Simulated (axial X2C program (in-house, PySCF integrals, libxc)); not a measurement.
# ScN⁺: from the spin-free to the two-component result

All values were computed with an in-house all-electron X2C program for linear molecules (integrals from PySCF). Spin-free means the one-electron spin-free X2C Hamiltonian; two-component (2c) means X2C with spin–orbit coupling and atomic mean-field two-electron Coulomb and Gaunt terms, so the difference of the two also holds small scalar two-electron terms. Basis: Sc dyall-cv3z [10s11p7d5f2g], N dyall-av3z [7s7p3d2f] (cores contracted in-house); Gaussian nuclei, density fitting, unrestricted open shells. Masses: Sc 44.956 u, N 14.003 u.

Spin-free state: M_S = 1/2, Λ = 0 (beyond evenly filled blocks: σα); fragments Sc+ + N.

```tsv
level	Re (Å)	ωe (cm⁻¹)	De (eV)	μ (D)
PBE0	1.649	1004.3	3.687	-6.17
B97-3	1.653	1000.1	3.799	-6.25
```

Dipoles are positive if N is the positive end and refer to the centre of mass.

Two-component determinant lowest at the distance of the search:

Ω = 1/2 (⟨Sz⟩ = 0.50, ⟨Lz⟩ = 0.00 at PBE0); fragments Sc+ + N.

```csv
level,Re (Å),ωe (cm⁻¹),μ (D)
PBE0,1.649,1004.2,-6.16
B97-3,1.653,1000.0,-6.24
```

From the two tables, how do the constants change at the PBE0 level (2c against spin-free)?

At the PBE0 level Re is unchanged within 0.001 Å and ωe is unchanged to within 0.2 cm⁻¹.

The state is one determinant whose occupation by symmetry is held fixed; it was picked as the lowest of a PBE0 search that is not exhaustive. Dissociation energies refer to the lowest single-determinant-based atoms at the same level and basis. De is not given where an atomic determinant may have missed its ground term or J level, or where the truncated virtual space spoils (T). Density functionals use the spin component along the axis (collinear). The functionals have no current-density term, which raises determinants with orbital currents, atoms included. The determinant is spin-polarised beyond a pure state at some levels (its spin-free form has ⟨S²⟩ too high), which makes Re and μ there less reliable.
